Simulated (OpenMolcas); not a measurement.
**GeF⁺ at 1.695 Å: OpenMolcas input and output**

Input (each module block was a call of its own in one work directory; start orbitals came from a preliminary run):

```
&GATEWAY
Coord
2
angstrom
Ge 0.0 0.0 0.0
F 0.0 0.0 1.6950
Basis=ANO-RCC-VTZP
Group=XY
RX2C
AMFI
ANGMom
0.0 0.0 0.0
RICD
&SEWARD
&GUESSORB
* RASSCF and CASPT2 blocks for each multiplicity and irrep, as for the first:
&RASSCF
FileOrb=$CurrDir/o11.orb
Symmetry=1
Spin=1
nActEl=8 0 0
Inactive=10 6
RAS2=3 4
CIRoot=4 4 1
Linear
Iterations=120 100
OrbListing=Nothing
PRWF=0.15
>>COPY $Project.RasOrb $CurrDir/o11.orb
>>COPY $Project.rasscf.h5 $CurrDir/r11.h5
&CASPT2
XMultistate=all
Imaginary=0.2
IPEA=0.25
MaxIter=40
>>COPY $Project.JobMix JOB001
&RASSI
Nr of JobIphs=4 4 2 4 2
1 2 3 4
1 2
1 2 3 4
1 2
SpinOrbit
EJob
Omega
MEES
MESO
Properties=4
'AngMom' 3 'Mltpl  1' 1 'Mltpl  1' 2 'Mltpl  1' 3
Thrs=1.0d-4
>>COPY $Project.rassi.h5 $CurrDir/so.h5
```

```bash
pymolcas m.inp
```

C2 symmetry about the axis (a holds Σ, Δ, Γ; b holds Π, Φ, H; Σ⁺ and Σ⁻ are not told apart); roots by multiplicity and irrep: 1a 4, 3b 2, 3a 4, 1b 2.

RASSI part of the output, in excerpt:

```
SPIN-FREE ENERGIES:
  (Shifted by EMIN (a.u.) =      -2196.6912614218)
 SF State       Relative EMIN(au)   Rel lowest level(eV)    D:o, cm**(-1)      Abs_M
     1             0.0000000000        0.0000000000              0.0000         0.0
     5             0.1844606600        5.0194302673          40484.4354         1.0
     6             0.1844606600        5.0194302673          40484.4354         1.0
    11             0.2368552185        6.4451588351          51983.7118         1.0
    12             0.2368552185        6.4451588351          51983.7118         1.0
     7             0.2834040879        7.7118180994          62200.0077         0.0
     2             0.2852947762        7.7632663498          62614.9658         2.0
     3             0.2853882943        7.7658111075          62635.4907         2.0
     4             0.2865410511        7.7971792172          62888.4916         0.0
     8             0.2908040167        7.9131804215          63824.1044         2.0
     9             0.2908133506        7.9134344097          63826.1529         2.0
    10             0.2959601628        8.0534863040          64955.7476         0.0
++ Dipole transition strengths (spin-free states):
     for osc. strength at least  1.00000000E-05
      From   To        Osc. strength     Einstein coefficients Ax, Ay, Az (sec-1)    Total A (sec-1)
         1   11       9.04689537E-02  1.68418256E+06  1.61386679E+08  0.00000000E+00  1.63070862E+08
         1   12       9.04689530E-02  1.61386678E+08  1.68418256E+06  0.00000000E+00  1.63070860E+08
         5    7       1.54241549E-03  4.81053896E+05  4.10742027E+03  0.00000000E+00  4.85161316E+05
         5    8       1.19432824E-03  2.03586839E+05  2.30378769E+05  0.00000000E+00  4.33965609E+05
         5    9       1.19441896E-03  2.30435559E+05  2.03639202E+05  0.00000000E+00  4.34074761E+05
         5   10       4.32553142E-04  1.45826667E+03  1.71322826E+05  0.00000000E+00  1.72781093E+05
         6    7       1.54233801E-03  4.10581355E+03  4.81031130E+05  0.00000000E+00  4.85136944E+05
         6    8       1.19438726E-03  2.30396195E+05  2.03590857E+05  0.00000000E+00  4.33987052E+05
         6    9       1.19450644E-03  2.03645624E+05  2.30460930E+05  0.00000000E+00  4.34106554E+05
         6   10       4.32487034E-04  1.71297700E+05  1.45698598E+03  0.00000000E+00  1.72754686E+05
        11    2       2.40511196E-04  1.80725231E+04  5.95106237E+01  0.00000000E+00  1.81320338E+04
        11    3       2.40975494E-04  5.98558495E+01  1.81773960E+04  0.00000000E+00  1.82372518E+04
        11    4       5.34611471E-04  4.19669822E+04  4.37747597E+02  0.00000000E+00  4.24047298E+04
        12    2       2.40511223E-04  5.95106026E+01  1.80725252E+04  0.00000000E+00  1.81320358E+04
        12    3       2.40975478E-04  1.81773947E+04  5.98558512E+01  0.00000000E+00  1.82372506E+04
        12    4       5.34611436E-04  4.37747613E+02  4.19669794E+04  0.00000000E+00  4.24047270E+04
 Electric-quadrupole - electric-quadrupole not included
 Electric-dipole - electric-octupole not included
 Electric-dipole - magnetic-quadrupole not included
   Eigenvalues of complex Hamiltonian:
  (Shifted by EMIN (a.u.) =      -2196.6912614218)
 SO State       Relative EMIN(au)   Rel lowest level(eV)    D:o, cm**(-1)      Omega
     1            -0.0000278969        0.0000000000              0.0000         0.0
     2             0.1820428101        4.9543963323          39959.9013         0.0
     3             0.1820682244        4.9550878904          39965.4791         0.0
     4             0.1843736794        5.0178225164          40471.4680         1.0
     5             0.1843736794        5.0178225164          40471.4680         1.0
     6             0.1868775885        5.0859573560          41021.0125         2.0
     7             0.1868775888        5.0859573630          41021.0126         2.0
     8             0.2369378105        6.4481653920          52007.9613         1.0
     9             0.2369378105        6.4481653919          52007.9613         1.0
    10             0.2826975661        7.6933517746          62051.0668         0.0
    11             0.2827480961        7.6947267673          62062.1568         1.0
    12             0.2827480961        7.6947267659          62062.1568         1.0
    13             0.2840166254        7.7292452066          62340.5668         2.0
    14             0.2840952488        7.7313846590          62357.8227         2.0
    15             0.2872479976        7.8171753247          63049.7710         0.0
    16             0.2891812729        7.8697824257          63474.0759         1.0
    17             0.2891812730        7.8697824284          63474.0760         1.0
    18             0.2920862181        7.9488300115          64111.6377         2.0
    19             0.2921033390        7.9492958947          64115.3953         2.0
    20             0.2924376296        7.9583924053          64188.7636         3.0
    21             0.2924376296        7.9583924053          64188.7636         3.0
    22             0.2959630701        8.0543245288          64962.5084         0.0
    23             0.2966190081        8.0721735120          65106.4701         1.0
    24             0.2966190081        8.0721735107          65106.4701         1.0
 Weights of the five most important spin-orbit-free states for each spin-orbit state.
 SO State  Total energy (au)           Spin-free states, spin, and weights
    1        -0.000028       1 0.0  0.9999    6 1.0  0.0001    5 1.0  0.0001   10 1.0  0.0000    7 1.0  0.0000
    2         0.182043       5 1.0  0.5000    6 1.0  0.5000    7 1.0  0.0000    4 0.0  0.0000   10 1.0  0.0000
    3         0.182068       6 1.0  0.4999    5 1.0  0.4999    1 0.0  0.0001   10 1.0  0.0000    7 1.0  0.0000
    4         0.184374       6 1.0  0.9984   12 0.0  0.0016   10 1.0  0.0000    8 1.0  0.0000    9 1.0  0.0000
    5         0.184374       5 1.0  0.9984   11 0.0  0.0016   10 1.0  0.0000    8 1.0  0.0000    9 1.0  0.0000
    6         0.186878       6 1.0  0.5000    5 1.0  0.5000    2 0.0  0.0000    8 1.0  0.0000    9 1.0  0.0000
    7         0.186878       5 1.0  0.5000    6 1.0  0.5000    3 0.0  0.0000    9 1.0  0.0000    8 1.0  0.0000
    8         0.236938      12 0.0  0.7931   11 0.0  0.2052    6 1.0  0.0013    5 1.0  0.0003   10 1.0  0.0000
    9         0.236938      11 0.0  0.7931   12 0.0  0.2052    5 1.0  0.0013    6 1.0  0.0003   10 1.0  0.0000
   10         0.282698       7 1.0  0.8447    4 0.0  0.1553    6 1.0  0.0000    5 1.0  0.0000    2 0.0  0.0000
   11         0.282748       7 1.0  0.9526   10 1.0  0.0474   12 0.0  0.0000   11 0.0  0.0000    6 1.0  0.0000
   12         0.282748       7 1.0  0.9526   10 1.0  0.0474   11 0.0  0.0000   12 0.0  0.0000    5 1.0  0.0000
   13         0.284017       2 0.0  0.8415    8 1.0  0.0835    9 1.0  0.0749    3 0.0  0.0001    5 1.0  0.0000
   14         0.284095       3 0.0  0.8384    9 1.0  0.0849    8 1.0  0.0766    2 0.0  0.0001    5 1.0  0.0000
   15         0.287248       4 0.0  0.8447    7 1.0  0.1553    6 1.0  0.0000    5 1.0  0.0000   10 1.0  0.0000
   16         0.289181       8 1.0  0.5014    9 1.0  0.4986   12 0.0  0.0000    6 1.0  0.0000   11 0.0  0.0000
   17         0.289181       8 1.0  0.5014    9 1.0  0.4986   11 0.0  0.0000    5 1.0  0.0000   12 0.0  0.0000
   18         0.292086       8 1.0  0.6253    9 1.0  0.2160    2 0.0  0.1497    3 0.0  0.0090    6 1.0  0.0000
   19         0.292103       9 1.0  0.6241    8 1.0  0.2146    3 0.0  0.1525    2 0.0  0.0087    6 1.0  0.0000
   20         0.292438       9 1.0  0.5014    8 1.0  0.4986    7 1.0  0.0000   10 1.0  0.0000   12 0.0  0.0000
   21         0.292438       9 1.0  0.5014    8 1.0  0.4986    7 1.0  0.0000   10 1.0  0.0000   12 0.0  0.0000
   22         0.295963      10 1.0  1.0000    1 0.0  0.0000    5 1.0  0.0000    6 1.0  0.0000    4 0.0  0.0000
   23         0.296619      10 1.0  0.9526    7 1.0  0.0474   12 0.0  0.0000    6 1.0  0.0000   11 0.0  0.0000
   24         0.296619      10 1.0  0.9526    7 1.0  0.0474   11 0.0  0.0000    5 1.0  0.0000   12 0.0  0.0000
++ Dipole transition strengths (SO states):
        for osc. strength at least   1.00000000E-05
      From   To        Osc. strength     Einstein coefficients Ax, Ay, Az (sec-1)    Total A (sec-1)
         1    4       1.14139537E-04  1.23645759E+05  1.05705389E+03  0.00000000E+00  1.24702813E+05
         1    5       1.14139540E-04  1.05705404E+03  1.23645762E+05  0.00000000E+00  1.24702816E+05
         1    8       9.03472102E-02  1.41823248E+08  2.11801410E+07  0.00000000E+00  1.63003389E+08
         1    9       9.03472107E-02  2.11801408E+07  1.41823249E+08  0.00000000E+00  1.63003389E+08
         2   11       9.23542650E-04  3.70573816E+04  2.63877392E+05  0.00000000E+00  3.00934773E+05
         2   12       9.23611624E-04  2.63897092E+05  3.70601558E+04  0.00000000E+00  3.00957248E+05
         2   16       1.20296997E-03  4.10014041E+04  4.02664948E+05  0.00000000E+00  4.43666352E+05
         2   17       1.20290698E-03  4.02644699E+05  4.09984186E+04  0.00000000E+00  4.43643118E+05
         2   23       6.48402809E-05  2.03382983E+03  2.53153675E+04  0.00000000E+00  2.73491973E+04
         2   24       6.48298007E-05  2.53112753E+04  2.03350149E+03  0.00000000E+00  2.73447768E+04
         3   11       9.23246607E-04  2.63659673E+05  3.70268136E+04  0.00000000E+00  3.00686486E+05
         3   12       9.23177617E-04  3.70240401E+04  2.63639977E+05  0.00000000E+00  3.00664017E+05
         3   16       1.20392761E-03  4.02795191E+05  4.10137198E+04  0.00000000E+00  4.43808910E+05
         3   17       1.20399066E-03  4.10167056E+04  4.02815448E+05  0.00000000E+00  4.43832153E+05
         3   23       6.43722053E-05  2.51214893E+04  2.01823310E+03  0.00000000E+00  2.71397224E+04
         3   24       6.43826484E-05  2.01856008E+03  2.51255652E+04  0.00000000E+00  2.71441252E+04
         4    8       2.96631543E-05  0.00000000E+00  0.00000000E+00  2.63334157E+03  2.63334157E+03
         4   10       1.33012213E-03  3.49778545E+03  4.09664315E+05  0.00000000E+00  4.13162100E+05
         4   13       1.99711878E-04  2.12148797E+02  6.34978942E+04  0.00000000E+00  6.37100430E+04
         4   14       2.03496650E-04  6.48109775E+04  2.08931579E+02  0.00000000E+00  6.50199090E+04
         4   15       2.11092635E-04  6.07343599E+02  7.11717390E+04  0.00000000E+00  7.17790826E+04
         4   18       9.92489744E-04  2.92235056E+04  3.40748986E+05  0.00000000E+00  3.69972492E+05
         4   19       9.89322429E-04  3.39552339E+05  2.93567143E+04  0.00000000E+00  3.68909053E+05
         4   22       4.33134293E-04  1.71830477E+05  1.46182328E+03  0.00000000E+00  1.73292300E+05
         5    9       2.96631541E-05  0.00000000E+00  0.00000000E+00  2.63334155E+03  2.63334155E+03
         5   10       1.33022735E-03  4.09694900E+05  3.49988630E+03  0.00000000E+00  4.13194786E+05
         5   13       1.99659373E-04  6.34811019E+04  2.12191474E+02  0.00000000E+00  6.36932933E+04
         5   14       2.03486216E-04  2.08159986E+02  6.48084150E+04  0.00000000E+00  6.50165750E+04
         5   15       2.11102761E-04  7.11749604E+04  6.07565681E+02  0.00000000E+00  7.17825261E+04
         5   18       9.92428789E-04  3.40731587E+05  2.92181827E+04  0.00000000E+00  3.69949770E+05
         5   19       9.89250031E-04  2.93510221E+04  3.39531035E+05  0.00000000E+00  3.68882057E+05
         5   22       4.33212331E-04  1.46333491E+03  1.71860187E+05  0.00000000E+00  1.73323522E+05
         6   11       5.62256399E-04  1.95146266E+04  1.46526375E+05  0.00000000E+00  1.66041001E+05
         6   12       5.62258328E-04  1.46529009E+05  1.95125620E+04  0.00000000E+00  1.66041571E+05
         6   20       1.18555243E-03  2.12230658E+05  2.12223459E+05  0.00000000E+00  4.24454117E+05
         6   21       1.18555178E-03  2.12230541E+05  2.12223342E+05  0.00000000E+00  4.24453883E+05
         6   23       4.24579551E-04  1.15122477E+04  1.52777743E+05  0.00000000E+00  1.64289990E+05
         6   24       4.24550060E-04  1.52760424E+05  1.15181545E+04  0.00000000E+00  1.64278579E+05
         7   11       5.62258308E-04  1.46529019E+05  1.95125445E+04  0.00000000E+00  1.66041564E+05
         7   12       5.62256375E-04  1.95146090E+04  1.46526384E+05  0.00000000E+00  1.66040993E+05
         7   20       1.18555189E-03  2.12230560E+05  2.12223360E+05  0.00000000E+00  4.24453920E+05
         7   21       1.18555254E-03  2.12230677E+05  2.12223477E+05  0.00000000E+00  4.24454154E+05
         7   23       4.24549988E-04  1.52760453E+05  1.15180971E+04  0.00000000E+00  1.64278550E+05
         7   24       4.24579489E-04  1.15121906E+04  1.52777775E+05  0.00000000E+00  1.64289965E+05
         8   10       5.99416746E-05  5.24216902E+02  3.50858739E+03  0.00000000E+00  4.03280429E+03
         8   13       1.86134354E-04  2.04707757E+03  1.12081889E+04  0.00000000E+00  1.32552665E+04
         8   14       1.85627515E-04  1.12174913E+04  2.04587136E+03  0.00000000E+00  1.32633626E+04
         8   15       4.75790390E-04  5.02852145E+03  3.36650140E+04  0.00000000E+00  3.86935355E+04
         8   18       5.64206112E-05  1.63843277E+02  5.34949478E+03  0.00000000E+00  5.51333806E+03
         8   19       5.72336981E-05  5.42121867E+03  1.75046150E+02  0.00000000E+00  5.59626482E+03
         9   10       5.99431331E-05  3.50894645E+03  5.23955969E+02  0.00000000E+00  4.03290242E+03
         9   13       1.86122057E-04  1.12071406E+04  2.04725013E+03  0.00000000E+00  1.32543907E+04
         9   14       1.85637602E-04  2.04624817E+03  1.12178352E+04  0.00000000E+00  1.32640833E+04
         9   15       4.75791462E-04  3.36654680E+04  5.02815463E+03  0.00000000E+00  3.86936227E+04
         9   18       5.64188273E-05  5.34930580E+03  1.63857946E+02  0.00000000E+00  5.51316374E+03
...
```

Only roots inside an energy window near the equilibrium distance were included, so the list of states is not complete; labels number the states computed. Each spin and symmetry block has orbitals of its own, averaged over its own roots, so gaps between blocks are less sure than gaps within one and near the minimum can be off by tenths of an eV, in bad cases by more. No Rydberg orbitals are active, so Rydberg states, and σ→σ* states whose orbital the CASSCF left unused, can be missing between those listed. CASPT2 splits the two components of degenerate states numerically, here by up to 21 cm⁻¹.
